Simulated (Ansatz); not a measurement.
Ansatz (a first-principles code) input (CCSD(T)/def2-SVPD):

Ansatz 0.2 input:
```yaml
crystal:
  periodic: [false, false, false]
  atoms:
    - {symbol: Sb, position_ang: [0.00056999, -0.00031278, 0.03064668]}
    - {symbol: H, position_ang: [-1.03135561, -1.21343333, -0.51443031]}
    - {symbol: H, position_ang: [-0.55403034, 1.49938768, -0.49562120]}
    - {symbol: H, position_ang: [1.55631663, -0.27000276, -0.55292896]}
basis:
  gaussian:
    orbitals: def2-SVPD
total_charge: 1
magnetization: {spin_polarized: true, initial_magnetization: 1}
correlation: {method: ccsd_t, electrons: outside_noble_gas}
output: {forces: true}
```

End of the output:

```
integrals: 0.05 GiB planned
652 factors; integrals over basis functions are off by at most 3.1e-4 eV
mean field: 0.14 GiB planned
mean field evaluation 1: about -6548.3975 eV, gradient 6.2e0 eV
mean field evaluation 2: about -6548.4079 eV, gradient 6.2e0 eV
mean field evaluation 4: about -6548.8823 eV, gradient 4.5e-1 eV
mean field evaluation 8: about -6548.8863 eV, gradient 1.2e-3 eV
mean field evaluation 16: about -6548.8863 eV, gradient 4.5e-6 eV
mean field -6548.88625895 eV, -240.6671310219 hartree, gradient 4.5e-6 eV, S^2 0.753872; 0 other end points of the search recorded, 0 dependent functions left out
9 core orbitals not correlated
reference -6548.88625895 eV, -240.6671310219 hartree; 4, 3 occupied and 43, 44 virtual orbitals, 652 factors
densities: 0.19 GiB planned
second order -2.42961083 eV of doubles, -0.00000000 eV of singles
coupled cluster: 0.14 GiB planned
cycle   1  -2.91649781 eV  change   -4.9e-1 eV  update   5.6e-2
cycle   2  -3.11936728 eV  change   -2.0e-1 eV  update   2.2e-2
cycle   3  -3.12663063 eV  change   -7.3e-3 eV  update   4.8e-3
cycle   4  -3.12702123 eV  change   -3.9e-4 eV  update   1.3e-3
cycle   5  -3.12678944 eV  change    2.3e-4 eV  update   5.5e-4
cycle   6  -3.12671937 eV  change    7.0e-5 eV  update   1.9e-4
cycle   7  -3.12679367 eV  change   -7.4e-5 eV  update   6.8e-5
cycle   8  -3.12679427 eV  change   -5.9e-7 eV  update   2.3e-5
cycle   9  -3.12678845 eV  change    5.8e-6 eV  update   7.3e-6
cycle  10  -3.12679121 eV  change   -2.8e-6 eV  update   2.3e-6
cycle  11  -3.12679137 eV  change   -1.7e-7 eV  update   7.8e-7
perturbative correction -0.06648469 eV, -0.0024432673 hartree
the calculation of the forces begins
Total energy: -6552.07953501 eV, -240.7844817528 hartree
Atom 0 at     0.000570    -0.000313     0.030647 Å, force    -0.001057     0.000580    -0.056812 eV/Å
Atom 1 at    -1.031356    -1.213433    -0.514430 Å, force    -0.019238    -0.023563     0.019063 eV/Å
Atom 2 at    -0.554030     1.499388    -0.495621 Å, force    -0.010085     0.028455     0.019424 eV/Å
Atom 3 at     1.556317    -0.270003    -0.552929 Å, force     0.030380    -0.005472     0.018325 eV/Å
Dipole moment:    -0.000872     0.000479    -0.046910 e Å
```
